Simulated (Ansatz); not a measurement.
System: GaBr2, charge 0, doublet. GaBr2 (SMILES [Br][Ga][Br], doublet).
B3LYP-D3(BJ)/def2-TZVP minimum from Ansatz (an electronic-structure program):
```
Ga
Br 1 2.3445
Br 1 2.3445 2 120.26
```
Charge 0, spin multiplicity 2.

Hartree-Fock and MP2 correlation energies in hartree (Ansatz). UHF or UKS for unpaired electrons; spin-orbit terms are left out. Correlated methods leave the cores frozen (noble-gas shells, and filled d and f shells in the p block). No relativity. Spin-orbit terms, left out, reach several kcal/mol for Br and I, and more for heavier atoms. The spin of Br2Ga ([Br][Ga][Br], doublet) was assumed, and the state is the lowest solution found for it.

| basis | X | E(HF) | E(corr, MP2) |
|---|---|---|---|
| cc-pVTZ | 3 | -7068.32101 | -0.36351 |
| cc-pVQZ | 4 | -7068.32958 | -0.40393 |
| cc-pV5Z | 5 | -7068.33036 | withheld |

### Question
Fit E(corr) = E∞ + A/X³ to X = 3 and 4, predict X = 5, and compare with the run.

### Answer
A = (-0.36351 - (-0.40393))/(1/27 - 1/64) = 1.8877; E∞ = -0.40393 - A/64 = -0.43343; at X = 5, E∞ + A/125 = -0.41832. The run gave -0.42215, 3.83 mEh below the prediction. The same form on X = 4 and 5 gives E∞ = -0.44127, 7.84 mEh below the first estimate.
